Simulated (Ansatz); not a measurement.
`NB1B[SiH2]1`. The species carries charge 0 and has multiplicity 1.

| atom | x (Å) | y (Å) | z (Å) |
| --- | --- | --- | --- |
| N1 | 1.226 | 1.432 | -0.041 |
| B2 | 0.136 | 0.732 | -0.471 |
| B3 | -1.095 | -0.134 | -0.826 |
| Si4 | -0.755 | -1.364 | 0.531 |
| H5 | 1.153 | 2.343 | 0.383 |
| H6 | 2.170 | 1.093 | -0.125 |
| H7 | -1.777 | -0.271 | -1.788 |
| H8 | 0.187 | -1.067 | 1.644 |
| H9 | -1.245 | -2.764 | 0.693 |

(1) List the harmonic frequencies (cm⁻¹, unscaled) at PBE0-D4/def2-TZVP in Ansatz. (Estimate.)

(2) Is this a minimum?

(3) Give the ideal-gas thermochemistry at 298.15 K and 1 bar (rigid rotor, harmonic oscillator; point group C1, symmetry number 1).

Answers

(1) Ansatz gave: 62, 163, 318, 379, 443, 484, 535, 552, 684, 719, 823, 902, 915, 979, 1530, 1645, 2190, 2221, 2692, 3601, 3690.

(2) Yes, all 21 modes are real.

(3) Zero-point energy 152.7 kJ/mol; H(298) − E = 171.8 kJ/mol; entropy 322.1 J/(mol·K), of which translation 161.6, rotation 105.6, vibration 54.8; G(298) − E = 75.8 kJ/mol. Modes under 100 cm⁻¹ are hindered rotations or soft bends, so the harmonic entropy is rough.
